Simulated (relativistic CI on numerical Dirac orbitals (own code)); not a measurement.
# Level scheme of Mg

Method of calculation: Dirac-Coulomb-Breit CI, orbitals from a KLI potential per configuration, model QED (radiative potential, 1s self-energy scaled to tabulated hydrogen-like ionisation energies), valence Slater integrals scaled by 0.85, configuration energies shifted to the measured levels that pair with them (semi-empirical) (own radial code, finite nucleus).

Configurations in the expansion (outside the closed core [Ne]): 3s², 3s3p, 3s4s, 3s3d, 3s4p, 3s5s, 3s4d, 3s5p, 3s4f, 3s6s, 3s5d, 3s6p, 3s5f, 3p², 3d², 3p4s, 3s5g, 3p3d, 4s², 3d4s. Levels of other configurations are missing.

| No. | Configuration | Term | J | E (cm⁻¹) | % | Next component (%) |
| --- | --- | --- | --- | --- | --- | --- |
| 1 | 3s² | ¹S | 0 | 0.0 | 95 | 5 3p² ¹S |
| 2 | 3s3p | ³P° | 0 | 21851.5 | 99 | 1 3p3d ³P° |
| 3 | 3s3p | ³P° | 1 | 21869.3 | 99 | 1 3p3d ³P° |
| 4 | 3s3p | ³P° | 2 | 21905.4 | 99 | 1 3p3d ³P° |
| 5 | 3s3p | ¹P° | 1 | 35786.1 | 83 | 11 3s4p ¹P° |
| 6 | 3s4s | ³S | 1 | 41295.7 | 100 |  |
| 7 | 3s4s | ¹S | 0 | 43404.9 | 98 | 2 3s5s ¹S |
| 8 | 3s3d | ¹D | 2 | 46641.8 | 84 | 14 3p² ¹D |
| 9 | 3s4p | ³P° | 0 | 47841.1 | 99 |  |
| 10 | 3s4p | ³P° | 1 | 47844.3 | 99 |  |
| 11 | 3s4p | ³P° | 2 | 47850.8 | 99 |  |
| 12 | 3s3d | ³D | 3 | 47956.7 | 100 |  |
| 13 | 3s3d | ³D | 2 | 47956.9 | 100 |  |
| 14 | 3s3d | ³D | 1 | 47957.1 | 100 |  |
| 15 | 3s4p | ¹P° | 1 | 50356.6 | 81 | 9 3s5p ¹P° |
| 16 | 3s5s | ³S | 1 | 51812.2 | 100 |  |
| 17 | 3s5s | ¹S | 0 | 52616.5 | 97 | 2 3s6s ¹S |
| 18 | 3s4d | ¹D | 2 | 53189.8 | 80 | 10 3p² ¹D |
| 19 | 3s4d | ³D | 3 | 54192.1 | 100 |  |
| 20 | 3s4d | ³D | 2 | 54192.2 | 100 |  |
| 21 | 3s4d | ³D | 1 | 54192.3 | 100 |  |
| 22 | 3s5p | ³P° | 0 | 54248.4 | 99 |  |
| 23 | 3s5p | ³P° | 1 | 54249.9 | 99 |  |
| 24 | 3s5p | ³P° | 2 | 54252.8 | 99 |  |
| 25 | 3s4f | ¹F° | 3 | 54675.5 | 100 |  |
| 26 | 3s4f | ³F° | 2 | 54676.6 | 100 |  |
| 27 | 3s4f | ³F° | 3 | 54676.7 | 100 |  |
| 28 | 3s4f | ³F° | 4 | 54676.8 | 100 |  |
| 29 | 3s5p | ¹P° | 1 | 55144.4 | 84 | 8 3s6p ¹P° |
| 30 | 3s6s | ³S | 1 | 55816.8 | 100 |  |

Energies count from the lowest computed level; ° marks odd parity.

The mean weight of the leading LS term, summed over parents, in these 30 levels is 96 %, and that of the leading jj configuration (from the same eigenvectors) 83 %, so LS coupling describes them better.

Configurations whose levels could be paired with our table of measured levels were shifted onto them, all but the ground configuration, by the median error of their levels; single terms can still be off by 1,000 to 2,000 cm⁻¹ or more, and rates follow the energies as ν³ (E1, M1) or ν⁵ (E2). The others borrow a shift and can be off by several thousand cm⁻¹ or more. The fine structure of a lone outer electron comes out too small, for d and f at times inverted, and misplaced configurations move strength between like terms. 45 of the 45 excited levels that our extract of the measured tables holds in this range could be paired (the sources list more); they are missed by 77 cm⁻¹ on average and 1010 at most, after the shifts were fitted to these levels, and levels without a partner can miss by more.
